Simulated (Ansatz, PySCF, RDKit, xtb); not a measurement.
Complex: H4Sn (SMILES [SnH4]) (first 5 atoms) with CH4 (SMILES C); geometry from B3LYP-D3(BJ)/def2-TZVP, rigid monomers moved along the line of their centres of mass till Sn1···C6 is 5.46 Å.
(charge 0, multiplicity 1):
```xyz
10

Sn     0.1336     0.1521    -0.0877
H     -1.2914     0.9323     0.4394
H      0.0729    -1.5006     0.3389
H      0.2617     0.2942    -1.7866
H      1.4919     0.8835     0.6450
C     -0.2387    -0.2723     5.3416
H      0.7378     0.1401     5.0911
H     -0.3250    -0.3682     6.4230
H     -1.0195     0.3919     4.9735
H     -0.3484    -1.2533     4.8812
```

| level | interaction energy (kJ/mol) |
|---|---|
| UFF | -1.0 |
| GFN-FF | -1.0 |
| GFN2-xTB | -1.1 |
| HF/STO-3G (no counterpoise) | -0.1 |
| PBE/def2-TZVPPD | -0.4 |
| PBE-D4/def2-TZVPPD | -1.1 |
| r2SCAN/def2-TZVPPD | -0.3 |
| r2SCAN-D4/def2-TZVPPD | -0.8 |
| B3LYP/3-21G (no counterpoise) | -0.3 |
| B3LYP-D4/def2-TZVPPD | -0.8 |
| PBE0-D3(BJ)/def2-TZVPPD | -1.1 |
| SCS-MP2/def2-SVPD | -0.6 |
| CCSD(T)/def2-SVPD | -0.8 |
| CCSD(T)/CBS(def2-SVPD, def2-TZVPPD) | -0.8 |

The rows run from -1.1 (PBE-D4/def2-TZVPPD) to -0.1 kJ/mol (HF/STO-3G (no counterpoise)). The dispersion term adds -0.8 in PBE-D4, -0.5 in r2SCAN-D4.

Monomers are frozen at their geometry in the pair; levels with a basis set take the counterpoise correction. Rows marked so take none. RDKit's UFF carries no charges.

Frozen-core correlation. Filled d and f shells under p-block atoms count as core. CBS(a, b) extrapolates the correlation energy as X⁻³ and adds the Hartree–Fock energy of set b. Rows in 3-21G, STO-3G carry no dispersion term and start afresh at each structure; the Pople sets are all-electron and without relativity.

The values were computed with Ansatz (a quantum-chemistry and plane-wave program) with Gaussian orbitals; PySCF for 3-21G rows, STO-3G rows, the dispersion terms; RDKit for the force fields; xtb for the GFN methods. Values without a source in brackets are computed. In def2 rows elements past Kr take small-core potentials, without spin–orbit coupling.
